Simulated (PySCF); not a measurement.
Relaxation of triplet [RhH4]-

Method: PySCF, UPBE0, basis Rh def2-TZVPD with ECP28, H def2-TZVPD (scalar-relativistic core potentials, no spin–orbit coupling, density fitting). A (50,194) grid was used.

A hand-made see-saw start, of C2v symmetry, held to at least that symmetry:

```xyz
5
charge -1 multiplicity 3, angstrom
Rh    0.0000    0.0000   -0.0208
H     0.0000    1.5640    0.1160
H     0.0000   -1.5640    0.1160
H     1.2372    0.0000    0.9458
H    -1.2372    0.0000    0.9458
```

Optimiser trace:
```
step  E − E(last) (kJ/mol)  largest gradient (Eh/bohr)
   0                 90.29                     0.03699
   1                 45.09                     0.01810
   2                 16.70                     0.01367
   3                  9.29                     0.01385
   4                  3.30                     0.00866
   5                  1.14                     0.00307
   6                  0.49                     0.00456
   7                  0.18                     0.00361
   8                  0.05                     0.00159
   9                  0.01                     0.00046
  10                  0.00                     0.00007
```

It ends at C4v with Rh–H 1.604 Å (×4); H–Rh–H 80.5° (×4), H–Rh–H 132.1° (×2) (after a last refinement on a finer grid). A frequency run shows a minimum. Other isomers or separated fragments may lie lower.

Final geometry:
```xyz
5
charge -1 multiplicity 3, angstrom
Rh    0.0000    0.0000   -0.0236
H     0.0000    1.4664    0.6274
H     0.0000   -1.4664    0.6274
H     1.4664    0.0000    0.6274
H    -1.4664    0.0000    0.6274
```

Open d and f shells are described by one determinant, and the ground state may have another occupation or spin. At this level a singlet minimum of C2v symmetry lies 73 kJ/mol below this structure.

The relaxation took 17 s on 2 threads of a shared Arm Neoverse V1 host, with 76 basis functions and 11 gradients; the process peaked at 0.6 GiB.
